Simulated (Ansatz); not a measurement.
Ansatz (a program for electronic structure) input (B3LYP-D3(BJ)/def2-TZVP):

Ansatz 0.2 input:
```yaml
crystal:
  periodic: [false, false, false]
  atoms:
    - {symbol: Ce, position_ang: [0.17459147, 0.68489201, 0.38332443]}
    - {symbol: O, position_ang: [1.17382965, -0.10611829, -1.24115222]}
    - {symbol: O, position_ang: [-1.35994747, -0.60122644, 0.88418372]}
basis:
  gaussian:
    orbitals: def2-TZVP
hamiltonian:
  xc: b3lyp
  dispersion: d3bj
relax: {f_tol: 0.002, max_steps: 150}
```

End of the output:

```
relax step   4: F+E_penalty+E_count = -17027.52339595 eV  Δ(F+E_penalty+E_count) = -1.903e-2 eV  max|allowed force component| = 8.631e-2 eV/Å  Δτ_max = 0.0643 Å  (45 SCF iters, accepted)
these checks for a lower state are left out or cut short: starts, cluster_reference, orbital_swaps, neighbouring_geometries, increment
integrals: 0.09 GiB planned
1174 factors; their error is unknown
mean field: 0.73 GiB planned
mean field -17027.45436606 eV, -625.7474063297 hartree, gradient 1.8e-5 eV, S^2 0.000000; 0 other end points of the search recorded, 0 dependent functions left out
the calculation of the forces begins
reference -17027.45460987 eV, -625.7474152895 hartree; 23, 23 occupied and 132, 132 virtual orbitals, 1174 factors
relax step   5: F+E_penalty+E_count = -17027.53081368 eV  Δ(F+E_penalty+E_count) = -7.418e-3 eV  max|allowed force component| = 1.139e-1 eV/Å  Δτ_max = 0.0649 Å  (44 SCF iters, accepted)
these checks for a lower state are left out or cut short: starts, cluster_reference, orbital_swaps, neighbouring_geometries, increment
integrals: 0.09 GiB planned
1174 factors; their error is unknown
mean field: 0.73 GiB planned
mean field -17027.45581695 eV, -625.7474596487 hartree, gradient 2.0e-5 eV, S^2 0.000000; 0 other end points of the search recorded, 0 dependent functions left out
the calculation of the forces begins
reference -17027.45605794 eV, -625.7474685052 hartree; 23, 23 occupied and 132, 132 virtual orbitals, 1174 factors
relax step   6: F+E_penalty+E_count = -17027.53207158 eV  Δ(F+E_penalty+E_count) = -1.258e-3 eV  max|allowed force component| = 3.231e-2 eV/Å  Δτ_max = 0.0329 Å  (48 SCF iters, accepted)
these checks for a lower state are left out or cut short: starts, cluster_reference, orbital_swaps, neighbouring_geometries, increment
integrals: 0.09 GiB planned
1174 factors; their error is unknown
mean field: 0.73 GiB planned
mean field evaluation 64: about -17027.4318 eV, gradient 2.5e-3 eV
mean field -17027.45568070 eV, -625.7474546419 hartree, gradient 2.1e-5 eV, S^2 0.000000; 0 other end points of the search recorded, 0 dependent functions left out
the calculation of the forces begins
reference -17027.45592186 eV, -625.7474635043 hartree; 23, 23 occupied and 132, 132 virtual orbitals, 1174 factors
relax step   7: F+E_penalty+E_count = -17027.53199350 eV  Δ(F+E_penalty+E_count) = +7.809e-5 eV  max|allowed force component| = 5.346e-2 eV/Å  Δτ_max = 0.0046 Å  (41 SCF iters, rejected (line search))
these checks for a lower state are left out or cut short: starts, cluster_reference, orbital_swaps, neighbouring_geometries, increment
integrals: 0.09 GiB planned
1174 factors; their error is unknown
mean field: 0.73 GiB planned
mean field -17027.45584041 eV, -625.7474605109 hartree, gradient 2.1e-5 eV, S^2 0.000000; 0 other end points of the search recorded, 0 dependent functions left out
the calculation of the forces begins
reference -17027.45608153 eV, -625.7474693721 hartree; 23, 23 occupied and 132, 132 virtual orbitals, 1174 factors
relax step   8: F+E_penalty+E_count = -17027.53212198 eV  Δ(F+E_penalty+E_count) = -5.040e-5 eV  max|allowed force component| = 2.191e-4 eV/Å  Δτ_max = 0.0022 Å  (41 SCF iters, accepted)
integrals: 0.09 GiB planned
1174 factors; their error is unknown
mean field: 0.73 GiB planned
mean field -17027.45584041 eV, -625.7474605109 hartree, gradient 2.4e-5 eV, S^2 0.000000; 1 other end points of the search recorded, 0 dependent functions left out
the calculation of the forces begins
reference -17027.45608153 eV, -625.7474693721 hartree; 23, 23 occupied and 132, 132 virtual orbitals, 1174 factors
Total energy: -17027.53236311 eV, -625.7502726681 hartree
Atom 0 at     0.089030     0.352476     0.203400 Å, force     0.000057     0.000219     0.000118 eV/Å
Atom 1 at     1.244008     0.065528    -1.174104 Å, force    -0.000016    -0.000107    -0.000069 eV/Å
Atom 2 at    -1.344564    -0.440457     0.997060 Å, force    -0.000041    -0.000112    -0.000049 eV/Å
Dipole moment:     0.188538     0.730753     0.395085 e Å
```
